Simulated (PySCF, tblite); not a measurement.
One entry of a table of gas-phase calculations, keyed by method. Lists by class give the value and the number of equivalent atoms.

```json
{
 "formula": "C8H12O",
 "smiles": "OC[C@@H]1C[C@H]2C=C[C@@H]1C2",
 "inchi": "InChI=1S/C8H12O/c9-5-8-4-6-1-2-7(8)3-6/h1-2,6-9H,3-5H2/t6-,7+,8-/m0/s1",
 "charge": 0,
 "multiplicity": 1,
 "geometry_level": "GFN2-xTB",
 "atoms_angstrom": [
  ["O", 2.884, -0.534, 1.015],
  ["C", 1.91, -0.841, 0.045],
  ["C", 0.806, 0.215, -0.041],
  ["C", 0.036, 0.39, 1.284],
  ["C", -1.43, 0.109, 0.882],
  ["C", -1.821, 1.233, -0.044],
  ["C", -1.163, 1.058, -1.182],
  ["C", -0.321, -0.185, -1.031],
  ["C", -1.235, -1.023, -0.131],
  ["H", 3.237, 0.343, 0.829],
  ["H", 2.378, -0.96, -0.944],
  ["H", 1.502, -1.808, 0.348],
  ["H", 1.266, 1.158, -0.358],
  ["H", 0.152, 1.389, 1.703],
  ["H", 0.38, -0.333, 2.023],
  ["H", -2.096, -0.077, 1.72],
  ["H", -2.468, 2.045, 0.232],
  ["H", -1.143, 1.696, -2.047],
  ["H", 0.036, -0.642, -1.951],
  ["H", -2.161, -1.308, -0.63],
  ["H", -0.759, -1.907, 0.287]
 ],
 "electronic_structure_code": "PySCF",
 "results": {
  "GFN2-xTB geometry": {
   "point_group": "C1",
   "rotational_constants_GHz": [3.584, 1.218, 1.156]
  },
  "PBE0/pcSseg-1 ground state and GIAO shieldings, non-relativistic": {
   "dipole_D": 1.39,
   "homo_eV": -6.9,
   "lumo_eV": 0.42,
   "shift_vs_computed_TMS_C_by_class_ppm": [
    [146.6, 1],
    [145.3, 1],
    [74.1, 1],
    [49.5, 1],
    [47.7, 1],
    [46.7, 1],
    [45.3, 1],
    [33.5, 1]
   ],
   "shift_vs_computed_TMS_H_by_class_ppm": [
    [6.49, 1],
    [6.47, 1],
    [4.31, 1],
    [3.4, 1],
    [2.73, 1],
    [2.26, 1],
    [1.83, 1],
    [1.39, 1],
    [1.29, 1],
    [1.29, 1],
    [1.23, 1],
    [-0.02, 1]
   ],
   "shielding_other_nuclei_by_class_ppm": [
    ["O", 289.2, 1]
   ],
   "charges_hirshfeld_e_by_atom": [-0.23, 0.0, -0.03, -0.08, -0.03, -0.05, -0.05, -0.03, -0.07, 0.16, 0.03, 0.04, 0.03, 0.03, 0.04, 0.04, 0.05, 0.05, 0.04, 0.04, 0.04]
  },
  "GFN2-xTB harmonic vibrations, gas phase": {
   "strongest_ir_bands_cm-1_km_per_mol_modes": [
    [334.2, 124.6, 1],
    [2855.8, 75.1, 1],
    [3008.9, 57.7, 1],
    [3015.0, 95.3, 1],
    [3020.7, 69.3, 1],
    [3139.3, 63.7, 1]
   ],
   "zpe_kcal_per_mol": 114.4
  }
 }
}
```

A dipole of 1.39 D is allowed in C1, and pure rotational transitions are dipole-allowed. In atomic units the dipole is 0.55 e·bohr (1 au = 2.5417 D).

One conformer stands for the species.
